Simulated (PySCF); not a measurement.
```xyz
4
charge 1 multiplicity 1, angstrom
Sn    0.0000    0.0000    0.0000
F     0.0000    0.0000    1.8375
F     1.5914    0.0000   -0.9188
F    -1.5914    0.0000   -0.9188
```

Level of theory: PBE0/[Sn def2-TZVP with ECP28, F def2-TZVP], scalar-relativistic core potentials, density fitting, no spin–orbit coupling, PySCF.

This geometry of SnF₃⁺ is a stationary point at this level.

Problem. What is the point group?

Solution. D3h.

Problem. Is it a minimum?

Solution. Yes: all harmonic wavenumbers are real.

Problem. List the harmonic modes with their infrared intensities.

Solution. 
```json
{"symmetry": "e'", "ω (cm⁻¹)": "138", "IR (km/mol, summed over degenerate members)": "53.7"}
{"symmetry": "a2''", "ω (cm⁻¹)": "154", "IR (km/mol, summed over degenerate members)": "43.1"}
{"symmetry": "a1'", "ω (cm⁻¹)": "694", "IR (km/mol, summed over degenerate members)": "0.0"}
{"symmetry": "e'", "ω (cm⁻¹)": "757", "IR (km/mol, summed over degenerate members)": "124"}
```

Problem. Give the atomic charges and bond orders.

Solution. 
| atom | Mulliken | Löwdin | polar tensor | Mayer order to Sn1 |
| --- | --- | --- | --- | --- |
| Sn1 | 1.81 | 1.25 | 2.36 | – |
| F2,3,4 | -0.27 | -0.08 | -0.45 | 1.08 |

Problem. Give the ideal-gas entropy at 298.15 K and 1 bar by parts.

Solution. translation 173.4, rotation 93.5, vibration 38.0, spin 0.0; total 304.9 J/(mol K).

In D3h the vibrations span 2e' + a2'' + a1'. The a1' mode carries no infrared intensity, as symmetry demands.

This need not be the most stable arrangement of these atoms.
